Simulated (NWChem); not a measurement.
System meant: C2H6F2Si; SMILES FC[SiH2]CF

Here is an NWChem input.

```
start job
memory heap 200 mb stack 900 mb global 1100 mb
geometry units angstroms noautosym nocenter noautoz
  F      1.847576     0.361746    -0.944784
  C      1.370869    -0.674816    -0.161876
  Si     0.000000     0.000000     0.964384
  C     -1.370869     0.674816    -0.161876
  F     -1.847576    -0.361746    -0.944784
  H      0.967007    -1.464529    -0.820122
  H      2.207709    -1.113234     0.409695
  H     -0.529408    -1.105876     1.818296
  H      0.529408     1.105876     1.818296
  H     -2.207709     1.113234     0.409695
  H     -0.967007     1.464529    -0.820122
end
basis spherical
  F library 6-31g*
  C library 6-31g*
  Si library 6-31g*
  H library 6-31g*
end
dft
  xc xtpss03 ctpss03
  iterations 150
end
property
  shielding 6 1 2 3 6 7 8
end
task dft property
```

End of the output:

```
 Vector   28  Occ=0.000000D+00  E= 3.573863D-02
              MO Center=  2.7D-07,  4.3D-08,  5.5D-01, r^2= 4.2D+00
   Bfn.  Coefficient  Atom+Function         Bfn.  Coefficient  Atom+Function
  ----- ------------  ---------------      ----- ------------  ---------------
    39      0.850973   3 Si px               80      0.665275   8 H  s
    82     -0.665274   9 H  s                40      0.464792   3 Si py
    35      0.345894   3 Si px               20     -0.261146   2 C  s
    52      0.261146   4 C  s                 6     -0.255531   1 F  s
    66      0.255531   5 F  s                36      0.230425   3 Si py

 center of mass
 --------------
 x =   0.00000000 y =  -0.00000000 z =  -0.19612544

 moments of inertia (a.u.)
 ------------------
         332.382401606935          12.266956386341           0.000000000000
          12.266956386341         910.511483060195          -0.000000000000
           0.000000000000          -0.000000000000         758.022172130382

     Multipole analysis of the density
     ---------------------------------

     L   x y z        total         alpha         beta         nuclear
     -   - - -        -----         -----         ----         -------
     0   0 0 0     -0.000000    -25.000000    -25.000000     50.000000

     1   1 0 0      0.000000      0.000000      0.000000      0.000000
     1   0 1 0      0.000000      0.000000      0.000000     -0.000000
     1   0 0 1      0.479203      2.726018      2.726018     -4.972833

     2   2 0 0    -28.760635   -186.101655   -186.101655    343.442675
     2   1 1 0     -3.139980      8.513888      8.513888    -20.167756
     2   1 0 1     -0.000000     -0.000000     -0.000000      0.000000
     2   0 2 0    -26.100432    -43.465321    -43.465321     60.830211
     2   0 1 1     -0.000000     -0.000000     -0.000000      0.000000
     2   0 0 2    -28.589540    -81.601048    -81.601048    134.612556

          -----------------------------------------
          Chemical Shielding Tensors (GIAO, in ppm)
          -----------------------------------------

 ------------------------------------------------------------------------
  xtpss03: d2 not coded                    0
 ------------------------------------------------------------------------
 ------------------------------------------------------------------------
  current input line :
    29: task dft property
 ------------------------------------------------------------------------
 ------------------------------------------------------------------------
 This error has not yet been assigned to a category
 ------------------------------------------------------------------------
 For more information see the NWChem manual at https://nwchemgit.github.io

0: xtpss03: d2 not coded:Received an Error in Communication
```

Q: Can this run be used? If not, why, and what is the fix?

A: The run crashed. Cause: this functional's second derivatives, which shieldings need, aren't coded here; the fix takes a hybrid GGA instead. This input runs:
```
start job
memory heap 200 mb stack 900 mb global 1100 mb
geometry units angstroms noautosym nocenter noautoz
  F      1.847576     0.361746    -0.944784
  C      1.370869    -0.674816    -0.161876
  Si     0.000000     0.000000     0.964384
  C     -1.370869     0.674816    -0.161876
  F     -1.847576    -0.361746    -0.944784
  H      0.967007    -1.464529    -0.820122
  H      2.207709    -1.113234     0.409695
  H     -0.529408    -1.105876     1.818296
  H      0.529408     1.105876     1.818296
  H     -2.207709     1.113234     0.409695
  H     -0.967007     1.464529    -0.820122
end
basis spherical
  * library 6-31g*
end
dft
  xc pbe0
  iterations 150
end
property
  shielding 6 1 2 3 6 7 8
end
task dft property
```
It converges to -568.52822 Ha (PBE0/6-31G* (spherical d), GIAO).
